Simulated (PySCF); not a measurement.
## Excitation energy of F⁺ by level of theory

F⁺ [He] 2s2 2p4 (3P) → F⁺ [He] 2s1 2p4 3s1 (5P), as a difference of total energies. All numbers are calculated (PySCF 2.14, no relativity, point nucleus, in aug-cc-pVTZ with one added diffuse shell each of s, p, d, f type (6s5p4d3f, 62 functions)). Correlated levels: valence: 1s2 frozen. The calculations carry no spin-orbit coupling.

```tsv
method	excitation energy (cm⁻¹)
UHF	318860
LDA	322970
PBE	321910
PBE0	324170
r2SCAN	321840
HSE06	324150
M06	327870
B2PLYP	329460
CAM-B3LYP	327210
MP2 (valence)	326490
SCS-MP2 (valence)	327800
```

The upper state lies above the first ionisation limit, where it may autoionise and the basis confines it. A Rydberg-like electron needs more diffuse functions than a valence basis has.

The promoted electron is Rydberg-like, and one or two diffuse shells describe it only roughly, which tends to raise the upper state.
